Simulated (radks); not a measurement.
The numbers below are computed, except where a source is named.
Species: Ga. Configuration: [Ar] 3d10 4s1.5 4p1 5s0.5 (fractional occupations, a model configuration). Level of theory: scalar-relativistic Kohn-Sham, PBEsol, spin-polarised, spherical densities, finite nucleus; open shells are filled with parallel spins first; Fermi nuclear charge, rms radius 3.9973 fm (a radial shooting solver on a logarithmic mesh with Libxc functionals). Some entries of the table are withheld. Estimate them.

orbital  occ.  eigenvalue (hartree)  <r> (bohr)
1s up       1             -375.7195     0.04863
1s down     1             -375.7175     0.04863
2s up       1             -46.44926      0.2180
2s down     1             -46.44901      0.2180
2p up       3             -40.46078      0.1908
2p down     3             -40.45989      0.1908
3s up       1              -5.53423      0.6525
3s down     1              -5.53274      0.6523
3p up       3              -3.73043      0.6799
3p down     3              -3.72831      0.6793
3d up       5                   (1)         (2)
3d down     5                   (3)         (4)
4s up       1              -0.42949       2.264
4s down   0.5              -0.37663       2.262
4p up       1              -0.17514       3.038
4p down     0              -0.12370       3.150
5s up     0.5              -0.04691       7.757
5p up       0                   (5)       10.99

Answer. 
(1) 3d up eigenvalue (hartree): -0.80925
(2) 3d up <r> (bohr): 0.8121
(3) 3d down eigenvalue (hartree): -0.80252
(4) 3d down <r> (bohr): 0.8033
(5) 5p up eigenvalue (hartree): -0.01798
